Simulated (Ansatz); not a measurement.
Basis-set extrapolation for `C[SiH2]C1=NC1` (PBE0-D4/def2-TZVP geometry, frozen core, Ansatz 0.2.0). Multiplicity 1, RHF reference.

```tsv
	def2-TZVPP	def2-QZVPP
HF	-461.072802	-461.089627
MP2 correlation	-0.818329	-0.871913
CCSD(T) correlation	-0.899251	not run
```

Energies in hartree. Use E(X) = E(∞) + A·exp(−7.88·√X) for Hartree–Fock and E(X) = E(∞) + B·X^(−2.97) for correlation, with X = 3 and 4, and add CCSD(T) minus MP2 of the smaller set to the MP2 limit.

Question: What is the CCSD(T) energy at the basis-set limit?

Answer: HF limit: -461.089627 + (-0.016825) × 0.13774 = -461.09194. MP2 limit: -0.871913 + (-0.053584) × 0.74074 = -0.91160. Higher-order term: -0.899251 − (-0.818329) = -0.08092. Total: -462.08446 hartree, 295.1 kJ/mol below CCSD(T)/def2-TZVPP.
